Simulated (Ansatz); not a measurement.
Ansatz results at the PBE0-D4/def2-TZVP geometry: HOMO energy (PBE/def2-TZVPP) -5.39 eV; HOMO energy (ωB97M-V/def2-TZVPP) -8.52 eV; size of the dipole moment (B3LYP/def2-TZVPP) 2.15 D.

Each molecule was computed in one conformer, which needn't be the lowest.

(1) Which molecule gave them?
A. `[AlH2][O]B1CC1`
B. `O[CH2][Al]1[BH][CH2]1`
C. `CN[SiH2]C=O`
D. `NCB1C=N1`

## Answers

(1) B. The others give `CN[SiH2]C=O`: -5.10, -8.80, 1.63; `NCB1C=N1`: -5.28, -9.12, 1.66; `[AlH2][O]B1CC1`: -5.30, -8.81, 0.91.

B3LYP here is the variant with VWN-RPA as its local correlation; programs differ in this.
